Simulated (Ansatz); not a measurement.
Input file for Ansatz (a program for electronic structure): U-CCSD(T)/cc-pV(T+d)Z on FHOSi (SMILES O[Si]F), a point of a bond scan (R = 1.062 Å). Files ending in .json are basis or fitting sets from the Basis Set Exchange.

Ansatz 0.2 input:
```yaml
crystal:
  periodic: [false, false, false]
  atoms:
    - {symbol: Si, position_ang: [0.00937425, 0.00603277, 0.61022733]}
    - {symbol: F, position_ang: [-0.73513023, 1.02562647, -0.41739903]}
    - {symbol: O, position_ang: [0.73079075, -1.04612827, -0.42560613]}
    - {symbol: H, position_ang: [0.62938814, -0.93606506, -1.47735595]}
basis:
  gaussian:
    orbitals: cc-pV_T+d_Z.json
correlation: {method: ccsd_t, electrons: outside_noble_gas}
scf: {omitted_lower_state_checks: [cluster_reference]}
magnetization: {spin_polarized: true, initial_magnetization: 0}
```

Output:

```
WARN ansatz: RAYON_NUM_THREADS=1 ignored (pool sized by the plan → 1); use --threads N
Functional definition: HF
these checks for a lower state are left out or cut short: cluster_reference
integrals: 0.25 GiB planned
693 factors; integrals over basis functions are off by at most 1.1e-3 eV
mean field: 0.28 GiB planned
mean field evaluation 1: about -12622.4107 eV, gradient 2.9e1 eV
mean field evaluation 2: about -12622.4161 eV, gradient 2.9e1 eV
mean field evaluation 4: about -12625.4189 eV, gradient 1.6e0 eV
mean field evaluation 8: about -12625.4447 eV, gradient 4.0e-4 eV
mean field evaluation 16: about -12625.4352 eV, gradient 1.7e-1 eV
mean field -12625.44466880 eV, -463.9765337445 hartree, gradient 3.8e-6 eV, S^2 0.000000; 2 other end points of the search recorded, 0 dependent functions left out
7 core orbitals not correlated
reference -12625.44466880 eV, -463.9765337445 hartree; 9, 9 occupied and 97, 97 virtual orbitals, 693 factors
second order -16.26279584 eV of doubles, -0.00000000 eV of singles
coupled cluster: 0.67 GiB planned
cycle   1  -16.02481621 eV  change    2.4e-1 eV  update   9.7e-2
cycle   2  -16.42296329 eV  change   -4.0e-1 eV  update   3.2e-2
cycle   3  -16.53208210 eV  change   -1.1e-1 eV  update   1.7e-2
cycle   4  -16.51821172 eV  change    1.4e-2 eV  update   3.8e-3
cycle   5  -16.51576794 eV  change    2.4e-3 eV  update   1.6e-3
cycle   6  -16.51643780 eV  change   -6.7e-4 eV  update   5.3e-4
cycle   7  -16.51623509 eV  change    2.0e-4 eV  update   2.0e-4
cycle   8  -16.51619398 eV  change    4.1e-5 eV  update   7.1e-5
cycle   9  -16.51622084 eV  change   -2.7e-5 eV  update   2.5e-5
cycle  10  -16.51621586 eV  change    5.0e-6 eV  update   9.3e-6
perturbative correction -0.57900997 eV, -0.0212782239 hartree
Total energy: -12642.53989463 eV, -464.6047717062 hartree
Checks for a lower state left out: cluster_reference
```

The calculation finished and met its thresholds.

Cost: very roughly 14 core-seconds.
